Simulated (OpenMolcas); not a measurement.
# Pm3+: moving or changing the point charges

Pm3+ among 6 point charges of -1.5 e arranged as a trigonal antiprism (D3d), 2.63 Å from the ion, with a polar angle of 60.2° against the regular 54.74°.
```
   0.0000    2.2824    1.3067  -1.50
  -1.9766   -1.1412    1.3067  -1.50
   1.9766   -1.1412    1.3067  -1.50
   0.0000   -2.2824   -1.3067  -1.50
   1.9766    1.1412   -1.3067  -1.50
  -1.9766    1.1412   -1.3067  -1.50
```

```yaml
Program: OpenMolcas 26.06
Method: CASSCF
Basis: ANO-RCC-VDZP [7s6p4d2f1g]
Scalar_Hamiltonian: DKH2, point nucleus
Active_space: 4 electrons in 7 orbitals (4f)
State_averaging: 2S+1 = 5 even, 35 roots (32 in the spin-orbit step); 2S+1 = 3 even, 117 roots kept (CI in the orbitals of an earlier block, 106 in the spin-orbit step); 2S+1 = 1 even, 75 roots kept (CI in the orbitals of an earlier block, 31 in the spin-orbit step)
Spin-orbit_coupling: state interaction with AMFI integrals over the reference wave functions
```

Runs around this geometry, states (labels of D3, the rotations of D3d). Energies in cm-1 above the lowest state or level, χT in cm3 K/mol.

```csv
R (Å),q (e),Ground state,First state of that spin,First gap with spin-orbit (degeneracies),Width of lowest J,χT at 300 K
2.63,-0.75,5A1,5A2 0.5,"53.9 (2, 1)",135,0.999
2.63,-1.5,5A1,5A2 1.1,"107.4 (2, 1)",271,0.988
2.85,-1.5,5A1,5A2 0.5,"87.8 (2, 1)",206,0.995
3.12,-1.5,2S+1 = 5,5E 60.6,"68.4 (2, 1)",153,0.999
```

Taking the width of the lowest J multiplet as R^-n, n = -ln(153 / 271) / ln(3.12 / 2.63) = 3.3 between the shortest and longest distance.

Scaling the charges by -0.75 / -1.5 = 0.50 scales the width of the lowest J multiplet by 135 / 271 = 0.50; with fixed orbitals a first-order splitting would follow the charge.

High states are left out of the spin-orbit mixing, which shifts the levels that they would mix with. Point charges carry no covalency, so the field is a model and not that of real ligands. An unlabelled pair can be two single states that coincide in this model. No measured value stands beside these numbers.

A state without a sure symmetry label is named by its multiplicity alone.
